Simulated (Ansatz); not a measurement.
`C[O][AlH][CH2]F` + H–F → `F[CH2][AlH][F]` + CH₃OH  (ligand exchange at the Al–O bond)

Program: Ansatz. Geometries: PBE0-D4/def2-TZVP. ΔE: electronic, gas phase. CCSD(T)/CBS is the MP2 limit (def2-TZVPP, def2-QZVPP) plus CCSD(T) − MP2 in def2-TZVPP, frozen cores. This one scheme is used for every species. DFT in def2-TZVPP. B3LYP here is the variant with VWN-RPA as its local correlation; programs differ in this. One conformer a species, not always the lowest.

| level | ΔE (kJ/mol) |
| --- | --- |
| PBE-D4 | -45.4 |
| B3LYP-D4 | -45.2 |

(1) What does CCSD(T)/CBS give? (Estimate.)

Largest T1 diagnostic among the species: 0.012.

Results:

(1) Ansatz gave: -45.1 kJ/mol. The listed levels differ from it by -0.3, -0.1 kJ/mol.

The D4 term adds +6.7 kJ/mol with B3LYP and +3.9 kJ/mol with PBE0; it sums over pairs of atoms, weighted by their polarisabilities, and B3LYP, whose exchange is more repulsive, gets the larger term. In def2-TZVPP, CCSD(T) changes the Hartree–Fock value by +10.4 kJ/mol (the triples alone add +1.7 kJ/mol) and MP2 by +11.8 kJ/mol.
